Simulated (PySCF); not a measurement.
Spinor energies of La⁵⁰⁺ (lanthanum, charge +50)

Start: [He] 2s2 2p3; 2p1/2 filled at m_j = -1/2, +1/2; 2p3/2 filled at m_j = +3/2. Calculated with PySCF 2.14 in an uncontracted even-tempered set (17 s from 30 bohr⁻², ratio 2.4; 13 p from 38 bohr⁻², ratio 2.4; 5 d from 130 bohr⁻², ratio 2.6; 4 f from 200 bohr⁻², ratio 2.6): generalised Hartree-Fock with the X2C-1e Hamiltonian and a Gaussian nucleus; one run each with spin-orbit coupling (SO) switched off, then screened by Boettger's factors.

| spinor shell | electrons | ε, spin-free (eV) | ε, screened SO (eV) | weight of nominal j (screened SO) | rms radius, screened SO (bohr) |
| --- | --- | --- | --- | --- | --- |
| 1s1/2 | 2 | -43497.6 | -43476.6 | 1.000 | 0.0285 |
| 2s1/2 | 2 | -10109.4 | -10103.1 | 1.000 | 0.112 |
| 2p1/2 | 2 | -9616.4 | -9885.6 | 0.999 | 0.0953 |
| 2p3/2 | 1 | -9616.4 | -9446.1 | 1.000 | 0.100 |

```json
{"quantity": "E (hartree)", "spin-free": "-5253.80027", "screened SO": "-5269.76254"}
{"quantity": "M_J", "spin-free": "3/2", "screened SO": "3/2"}
{"quantity": "⟨J²⟩", "spin-free": "3.750", "screened SO": "3.750"}
{"quantity": "⟨L²⟩", "spin-free": "0.000", "screened SO": "2.493"}
{"quantity": "⟨S²⟩", "spin-free": "3.750", "screened SO": "1.510"}
```

Each row is a mean over spinors that exchange with the open shell spreads, by up to 52.584 eV (2s1/2).

Breit and QED terms are absent; they matter most for the inner s and p1/2 levels.

Densities and radii are taken from the X2C orbitals without a picture-change correction, which distorts them close to the nucleus.

Without spin-orbit coupling the j labels of p, d and f shells carry no meaning; the spin-free column gives the mean over the occupied spinors of each nl shell.
